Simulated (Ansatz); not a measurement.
Complex (SMILES): P (PH3) with CC=C, atoms 1 to 4 the first; geometry from B3LYP-D3(BJ)/def2-TZVP, monomers rigid:
```xyz
13

P      0.4442    -0.4223     0.3046
H      0.2621     0.7353    -0.4988
H      0.7948    -1.2422    -0.7963
H     -0.9247    -0.7834     0.2510
C     -0.0432    -3.6975     1.6336
C      0.9750    -4.0317     0.8507
H      0.0989    -3.0806     2.5137
H     -1.0528    -4.0263     1.4233
H      0.7829    -4.6498    -0.0227
C      2.3962    -3.6209     1.0661
H      2.4993    -2.9889     1.9485
H      3.0415    -4.4957     1.1882
H      2.7785    -3.0668     0.2040
```

The counterpoise-corrected interaction energy at CCSD(T) with Ansatz (a quantum-chemistry and plane-wave program), in kcal/mol, split into its Hartree-Fock and correlation parts. Cores are frozen. No added dispersion term, no relativity. Functions are those of the species that has most. These sets lack the diffuse functions that weak bonds need.

```tsv
basis	X	functions	Hartree-Fock	CCSD(T)
cc-pV(D+d)Z	2	110	1.11	-0.32
cc-pV(T+d)Z	3	255	1.12	-1.13
cc-pV(Q+d)Z	4	499	1.11	-1.51
```

Worked estimate of the basis-set limit from each neighbouring pair, with Hartree-Fock from the larger set and the correlation part extrapolated as X^-3.
Correlation parts: X = 2: -1.43, X = 3: -2.25, X = 4: -2.62.
- (2,3): (27·(-2.25) - 8·(-1.43))/19 = -2.60; with Hartree-Fock 1.12 the estimate is -1.48 kcal/mol.
- (3,4): (64·(-2.62) - 27·(-2.25))/37 = -2.89; with Hartree-Fock 1.11 the estimate is -1.78 kcal/mol.
The last two estimates differ by 0.30 kcal/mol; the largest set lies 0.27 from the last. Over the last step Hartree-Fock moves by -0.01 and the correlation part by -0.37.
